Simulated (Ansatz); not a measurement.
The lowest singlet and triplet of ClHSi (SMILES [SiH]Cl); geometries from B3LYP-D3(BJ)/def2-TZVP, each state relaxed from the structure named, with no frequency check.
Singlet at the triplet's geometry (charge 0, multiplicity 1):
```xyz
3

Si    -0.9771     0.4537     0.0000
Cl     0.9272    -0.3414     0.0000
H     -2.0822    -0.5483     0.0000
```

A positive gap puts the triplet lower; no zero-point energy. R- takes a restricted singlet. U- takes an unrestricted singlet (broken symmetry where lower, unprojected). The triplet is unrestricted in single-reference levels.

Cores are frozen in the correlated methods.

Programs: Ansatz (a program for electronic structure) with Gaussian orbitals. Each number belongs to the level named beside it.

Task: One of these levels gives -43.5 kJ/mol for the gap E(singlet) − E(triplet), vertical, at the triplet's geometry. Which?
A) U-CCSD/cc-pV(T+d)Z (spin-contaminated)
B) R-r2SCAN/def2-TZVPP
C) R-HF/cc-pV(D+d)Z
D) R-PBE/def2-TZVPP

Result: C, R-HF/cc-pV(D+d)Z. The others give -94.8 (R-PBE/def2-TZVPP), -71.5 (R-r2SCAN/def2-TZVPP), -108.0 (U-CCSD/cc-pV(T+d)Z (spin-contaminated))

Doubts at one or more of the structures used: a restricted determinant that unrestricted orbitals would lower (R-HF/cc-pV(D+d)Z, R-r2SCAN/def2-TZVPP); T1 above 0.05 (U-CCSD/cc-pV(T+d)Z (spin-contaminated)).
